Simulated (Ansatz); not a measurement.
## Molecular dynamics of CH4ClGa

Input:

```yaml
crystal:
  periodic: [false, false, false]
  atoms:
    - { symbol: Ga, position_ang: [-0.224412, 0.197041, 0.080176] }
    - { symbol: H, position_ang: [-0.885013, 0.973585, 1.253489] }
    - { symbol: C, position_ang: [1.671072, 0.131112, -0.400604] }
    - { symbol: H, position_ang: [2.452957, -0.55436, 0.051077] }
    - { symbol: H, position_ang: [1.769698, -0.115725, -1.490354] }
    - { symbol: H, position_ang: [2.137813, 1.13485, -0.359089] }
    - { symbol: Cl, position_ang: [-1.710801, -0.412435, -1.374339] }
basis:
  gaussian: { orbitals: def2-SVP }
hamiltonian:
  xc: pbe
  dispersion: d4
md:
  timestep: 1.0
  n_steps: 150
  ensemble: nvt_langevin
  temperature: 700.0
  initial_velocities: maxwell_boltzmann
  seed: 574860
  friction: 0.01
```

Launched with:

```bash
$ ansatz run input.yaml --threads 1 --pin off --max-ram 2048MiB --backend cpu --events-out ev --progress --plain --runs-dir out
```

It goes on from the last frame of an earlier run, with new velocities.

Output, in part (step lines, the closing report, with atoms numbered from 0):

```
md step     0: t =     0.00 fs  T =   600.0 K  F+E_penalty+E_count = -65978.08096178 eV  E_kin = 0.542892 eV  (26 SCF iters)
[... lines left out ...]
Total energy: -65978.04374026 eV, -2424.6483859302 hartree
Atom 0 at    -0.231704     0.075493    -0.336442 Å, force    -0.063805     0.425050     0.242582 eV/Å
Atom 1 at    -0.457876     0.368519     1.288161 Å, force    -0.007049    -0.298646    -0.933904 eV/Å
Atom 2 at     1.618868     0.293414    -1.118391 Å, force    -0.662897    -0.022363    -0.232422 eV/Å
Atom 3 at     1.739810     0.230419    -2.252599 Å, force    -0.103633    -0.221231     1.200461 eV/Å
Atom 4 at     1.863415     1.334510    -0.783412 Å, force     0.187359    -0.363283    -0.048975 eV/Å
Atom 5 at     2.201062    -0.456119    -0.513276 Å, force     0.106260     0.442442    -0.593047 eV/Å
Atom 6 at    -2.057133    -0.257380    -1.563620 Å, force     0.543766     0.038032     0.365304 eV/Å
Dipole moment:     0.467632     0.040120     0.113199 e Å
```

The steps, from the saved trajectory:

```
time (fs)  T (K)  potential energy less start (eV)
      0.0    600                             0.000
      5.0    646                            -0.064
     10.0    486                            -0.009
     15.0    503                             0.030
     20.0    354                             0.167
     25.0    434                             0.162
     30.0    708                             0.035
     35.0    533                             0.217
     40.0    600                             0.296
     45.0    367                             0.376
     50.0    412                             0.183
     55.0    480                             0.196
     60.0    575                             0.159
     65.0    638                             0.118
     70.0    589                             0.124
     75.0    758                             0.047
     80.0    450                             0.247
     85.0    473                             0.274
     90.0    810                             0.109
     95.0    645                             0.240
    100.0    672                             0.218
    105.0    755                             0.215
    110.0    515                             0.251
    115.0    625                             0.089
    120.0    499                             0.127
    125.0    558                             0.045
    130.0    531                             0.142
    135.0    550                             0.106
    140.0    490                             0.158
    145.0    588                             0.156
    150.0    699                             0.037
```

The run went to its last step. The mean temperature of the second half is 16 % below the set value. A run of 0.15 ps of so small a system gives no equilibrium averages.

The same pairs are bonded in the first frame and the last. Pairs count as bonded within 1.25 times the sum of covalent radii (0.12 Å more for H–H).

Last frame:

```xyz
7
Properties=species:S:1:pos:R:3
Ga -0.232 0.075 -0.336
H -0.458 0.368 1.288
C 1.619 0.293 -1.118
H 1.740 0.230 -2.253
H 1.863 1.335 -0.783
H 2.201 -0.456 -0.513
Cl -2.057 -0.257 -1.564
```

The run took 4.9 min on 1 thread of Arm Neoverse V2, with other jobs on the host, peak memory 0.11 GiB.
